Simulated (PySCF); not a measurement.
Zn(H)(SeH) (H2SeZn), SMILES [SeH][ZnH]. Geometry: PBE0-D3(BJ)/def2-TZVP.

Computed equilibrium geometry at PBE0-D3(BJ)/def2-TZVP (PySCF confirms it by a frequency run) as Cartesian coordinates in Å, and its point group:
point group Cs.
```xyz
4

Zn     0.0002     1.1949     0.0000
H      0.0109     2.7304     0.0000
Se    -0.0424    -1.1012     0.0000
H      1.4277    -1.1381     0.0000
```
Charge 0, spin multiplicity 1.
